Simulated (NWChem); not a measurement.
System: GeH4O; SMILES [GeH3][OH]

The following NWChem deck was run.

```
start job
memory heap 200 mb stack 900 mb global 1100 mb
geometry units angstroms
  Ge    -0.294290     0.063606     0.069619
  O      1.342231    -0.327020    -0.351549
  H     -0.502777    -0.168540     1.538574
  H     -1.069880    -0.883580    -0.773269
  H     -0.570978     1.499300    -0.272917
  H      2.046702     0.159786     0.070605
end
basis spherical
  * library def2-svp
end
dft
  xc pbe0
  iterations 150
end
driver
  maxiter 120
end
task dft optimize
task dft freq
```

NWChem printed, in part:

```
             Northwest Computational Chemistry Package (NWChem) 7.3.0
             --------------------------------------------------------

 CS  symmetry detected

                             Geometry "geometry" -> ""
                             -------------------------

 Output coordinates in angstroms (scale by  1.889725989 to convert to a.u.)

  No.       Tag          Charge          X              Y              Z
 ---- ---------------- ---------- -------------- -------------- --------------
    1 Ge                  32.0000    -0.00664598    -0.33554414     0.00000000
    2 O                    8.0000    -0.06435560     1.39790379     0.00000000
    3 H                    1.0000     0.70749122    -0.81324026    -1.23164932
    4 H                    1.0000    -1.44821918    -0.69752158     0.00000000
    5 H                    1.0000     0.70749122    -0.81324026     1.23164932
    6 H                    1.0000     0.76075287     1.87818441     0.00000000

 Effective nuclear repulsion energy (a.u.)     129.7537892514

      Symmetry information
      --------------------

 Group name             Cs
 Group number              2
 Group order               2
 No. of unique centers     5

                                Z-matrix (autoz)
                                --------

 Units are Angstrom for bonds and degrees for angles

      Type          Name      I     J     K     L     M      Value
      ----------- --------  ----- ----- ----- ----- ----- ----------
    1 Stretch                  1     2                       1.73441
    2 Stretch                  1     3                       1.50171
    3 Stretch                  1     4                       1.48632
    4 Stretch                  1     5                       1.50171
    5 Stretch                  2     6                       0.95471
    6 Bend                     1     2     6               118.29613
    7 Bend                     2     1     3               109.49639
    8 Bend                     2     1     4               102.18871
    9 Bend                     2     1     5               109.49639
   10 Bend                     3     1     4               112.56679
   11 Bend                     3     1     5               110.20208
   12 Bend                     4     1     5               112.56679
   13 Torsion                  3     1     2     6         -60.46430
   14 Torsion                  4     1     2     6         180.00000
   15 Torsion                  5     1     2     6          60.46430

                           NWChem Geometry Optimization
                           ----------------------------

 maximum gradient threshold         (gmax) =   0.000450
 rms gradient threshold             (grms) =   0.000300
 maximum cartesian step threshold   (xmax) =   0.001800
 rms cartesian step threshold       (xrms) =   0.001200
 fixed trust radius                (trust) =   0.300000
 source of zmatrix                         =   autoz

          -------------------
          Energy Minimization
          -------------------

 Using diagonal initial Hessian
 Scaling for Hessian diagonals: bonds = 1.00  angles = 0.25  torsions = 0.10

          --------
          Step   0

                                 NWChem DFT Module
                                 -----------------

 Summary of "ao basis" -> "ao basis" (spherical)
 ------------------------------------------------------------------------------
       Tag                 Description            Shells   Functions and Types
 ---------------- ------------------------------  ------  ---------------------
 Ge                         def2-svp                12       32   5s4p3d
 O                          def2-svp                 6       14   3s2p1d
 H                          def2-svp                 3        5   2s1p

      Symmetry analysis of basis
      --------------------------

        a'         45
        a"         21

            General Information
            -------------------
          SCF calculation type: DFT
          Wavefunction type:  closed shell.
          No. of atoms     :     6
          No. of electrons :    44
           Alpha electrons :    22
            Beta electrons :    22
          Charge           :     0
          Spin multiplicity:     1
          Use of symmetry is: on ; symmetry adaption is: on
          Maximum number of iterations: 150
          AO basis - number of functions:    66
                     number of shells:    30
          Convergence on energy requested:  1.00D-06
          Convergence on density requested:  1.00D-05
          Convergence on gradient requested:  5.00D-04

              XC Information
              --------------
                         PBE0 Method XC Functional
                     Hartree-Fock (Exact) Exchange  0.250
          PerdewBurkeErnzerhof Exchange Functional  0.750
            Perdew 1991 LDA Correlation Functional  1.000 local
           PerdewBurkeErnz. Correlation Functional  1.000 non-local

             Grid Information
             ----------------
          Grid used for XC integration:  medium
          Radial quadrature: Mura-Knowles
          Angular quadrature: Lebedev.
          Tag              B.-S. Rad. Rad. Pts. Rad. Cut. Ang. Pts.
          ---              ---------- --------- --------- ---------
          Ge                  1.25      112           8.0       590
          O                   0.60       49           8.0       434
          H                   0.35       45          10.0       434
          Grid pruning is: on
          Number of quadrature shells:   296
          Spatial weights used:  Erf1

      Superposition of Atomic Density Guess
      -------------------------------------

 Sum of atomic energies:       -2151.73176027

      Non-variational initial energy
      ------------------------------

 Total energy =   -2152.348036
 1-e energy   =   -3257.678297
 2-e energy   =     975.576472
 HOMO         =      -0.387205
 LUMO         =       0.041962

      Symmetry analysis of molecular orbitals - initial
      -------------------------------------------------

  Numbering of irreducible representations:

     1 a'          2 a"

  Orbital symmetries:

     1 a'          2 a'          3 a'          4 a"          5 a'
     6 a'          7 a'          8 a'          9 a"         10 a'
    11 a'         12 a"         13 a'         14 a'         15 a"
    16 a'         17 a'         18 a'         19 a'         20 a"
    21 a'         22 a"         23 a'         24 a'         25 a"
    26 a'         27 a'         28 a'         29 a"         30 a'
    31 a'         32 a'

   convergence    iter        energy       DeltaE   RMS-Dens  Diis-err
 ---------------- ----- ----------------- --------- --------- ---------
 d= 0,ls=0.0,diis     1  -2153.9045066725 -2.28D+03  1.72D-02  5.00D-01
 d= 0,ls=0.0,diis     2  -2153.8589490559  4.56D-02  1.02D-02  1.03D+00
 d= 0,ls=0.0,diis     3  -2153.9604393503 -1.01D-01  1.10D-03  1.50D-02
 d= 0,ls=0.0,diis     4  -2153.9617107672 -1.27D-03  1.25D-04  4.48D-04
 d= 0,ls=0.0,diis     5  -2153.9617350577 -2.43D-05  5.55D-05  4.73D-05
  Resetting Diis
 d= 0,ls=0.0,diis     6  -2153.9617374676 -2.41D-06  1.24D-05  8.53D-07
 d= 0,ls=0.0,diis     7  -2153.9617375519 -8.43D-08  3.68D-06  2.97D-08

         Total DFT energy =    -2153.961737551866
      One electron energy =    -3259.156818055241
           Coulomb energy =     1064.300318633814
    Exchange-Corr. energy =      -88.859027381811
 Nuclear repulsion energy =      129.753789251373

 Numeric. integr. density =       43.999975228702

                  Occupations of the irreducible representations
                  ----------------------------------------------

                     irrep           alpha         beta
                     --------     --------     --------
                     a'               16.0         16.0
                     a"                6.0          6.0

                       DFT Final Molecular Orbital Analysis
                       ------------------------------------

[...]

      ----------------------
      Optimization converged
      ----------------------

  Step       Energy      Delta E   Gmax     Grms     Xrms     Xmax
  ---- ---------------- -------- -------- -------- -------- --------
@    6   -2153.96550471 -1.8D-07  0.00007  0.00002  0.00020  0.00051
                                     ok       ok       ok       ok

                                Z-matrix (autoz)
                                --------

 Units are Angstrom for bonds and degrees for angles

      Type          Name      I     J     K     L     M      Value     Gradient
      ----------- --------  ----- ----- ----- ----- ----- ---------- ----------
    1 Stretch                  1     2                       1.78307   -0.00007
    2 Stretch                  1     3                       1.54403   -0.00000
    3 Stretch                  1     4                       1.53301   -0.00000
    4 Stretch                  1     5                       1.54403   -0.00000
    5 Stretch                  2     6                       0.96263   -0.00002
    6 Bend                     1     2     6               112.63879    0.00000
    7 Bend                     2     1     3               110.43181   -0.00000
    8 Bend                     2     1     4               104.37475    0.00001
    9 Bend                     2     1     5               110.43181   -0.00000
   10 Bend                     3     1     4               111.04282   -0.00000
   11 Bend                     3     1     5               109.43973   -0.00001
   12 Bend                     4     1     5               111.04282   -0.00000
   13 Torsion                  3     1     2     6         -60.59173    0.00000
   14 Torsion                  4     1     2     6         180.00000    0.00000
   15 Torsion                  5     1     2     6          60.59173   -0.00000

                         Geometry "geometry" -> "geometry"
                         ---------------------------------

 Output coordinates in angstroms (scale by  1.889725989 to convert to a.u.)

  No.       Tag          Charge          X              Y              Z
 ---- ---------------- ---------- -------------- -------------- --------------
    1 Ge                  32.0000    -0.01223617    -0.31516122     0.00000000
    2 O                    8.0000    -0.07977021     1.46662817     0.00000000
    3 H                    1.0000     0.71813738    -0.82687552    -1.26045274
    4 H                    1.0000    -1.48177361    -0.75172362     0.00000000
    5 H                    1.0000     0.71813738    -0.82687552     1.26045274
    6 H                    1.0000     0.79401979     1.87054967     0.00000000

 Effective nuclear repulsion energy (a.u.)     126.4649338015

      Symmetry information
      --------------------

 Group name             Cs
 Group number              2
 Group order               2
 No. of unique centers     5

                Final and change from initial internal coordinates
                --------------------------------------------------

                                Z-matrix (autoz)
                                --------

 Units are Angstrom for bonds and degrees for angles

      Type          Name      I     J     K     L     M      Value       Change
      ----------- --------  ----- ----- ----- ----- ----- ---------- ----------
    1 Stretch                  1     2                       1.78307    0.04866
    2 Stretch                  1     3                       1.54403    0.04232
    3 Stretch                  1     4                       1.53301    0.04669
    4 Stretch                  1     5                       1.54403    0.04232
    5 Stretch                  2     6                       0.96263    0.00792
    6 Bend                     1     2     6               112.63879   -5.65734
    7 Bend                     2     1     3               110.43181    0.93542
    8 Bend                     2     1     4               104.37475    2.18604
    9 Bend                     2     1     5               110.43181    0.93542
   10 Bend                     3     1     4               111.04282   -1.52396
   11 Bend                     3     1     5               109.43973   -0.76235
   12 Bend                     4     1     5               111.04282   -1.52396
   13 Torsion                  3     1     2     6         -60.59173   -0.12744
   14 Torsion                  4     1     2     6         180.00000    0.00000
   15 Torsion                  5     1     2     6          60.59173    0.12744

[...]

 Rotational Constants
 --------------------
 A=   2.347672 cm-1  (  3.377701 K)
 B=   0.334328 cm-1  (  0.481012 K)
 C=   0.329261 cm-1  (  0.473722 K)

 Temperature                      =   298.15K
 frequency scaling parameter      =   1.0000

 Zero-Point correction to Energy  =   23.052 kcal/mol  (  0.036735 au)
 Thermal correction to Energy     =   25.572 kcal/mol  (  0.040751 au)
 Thermal correction to Enthalpy   =   26.164 kcal/mol  (  0.041695 au)

 Total Entropy                    =   64.706 cal/mol-K
   - Translational                =   39.514 cal/mol-K (mol. weight =  93.9481)
   - Rotational                   =   21.352 cal/mol-K (symmetry #  =        1)
   - Vibrational                  =    3.839 cal/mol-K

 Cv (constant volume heat capacity) =   12.600 cal/mol-K
   - Translational                  =    2.979 cal/mol-K
   - Rotational                     =    2.979 cal/mol-K
   - Vibrational                    =    6.642 cal/mol-K

[normal modes left out]

 ----------------------------------------------------------------------------
 Normal Eigenvalue ||           Projected Infra Red Intensities
  Mode   [cm**-1]  || [atomic units] [(debye/angs)**2] [(KM/mol)] [arbitrary]
 ------ ---------- || -------------- ----------------- ---------- -----------
    1       -0.000 ||    0.000003           0.000         0.003       0.000
    2        0.000 ||    0.000008           0.000         0.007       0.001
    3        0.000 ||    0.000114           0.003         0.111       0.019
    4        0.000 ||    0.000348           0.008         0.339       0.057
    5        0.000 ||    0.011597           0.268        11.305       1.902
    6        0.000 ||    0.001555           0.036         1.516       0.255
    7      195.405 ||    0.112442           2.594       109.614      18.442
    8      626.831 ||    0.049201           1.135        47.963       8.069
    9      641.117 ||    0.061593           1.421        60.044      10.102
   10      710.823 ||    0.106813           2.464       104.127      17.519
   11      866.582 ||    0.057138           1.318        55.701       9.371
   12      874.616 ||    0.069455           1.602        67.709      11.391
   13      900.224 ||    0.133072           3.070       129.726      21.825
   14      925.633 ||    0.056018           1.292        54.609       9.188
   15     2137.956 ||    0.178598           4.120       174.106      29.292
   16     2142.852 ||    0.085928           1.982        83.767      14.093
   17     2198.025 ||    0.096851           2.234        94.415      15.885
   18     3912.420 ||    0.076757           1.771        74.826      12.589
 ----------------------------------------------------------------------------
```

Level: PBE0/def2-SVP.
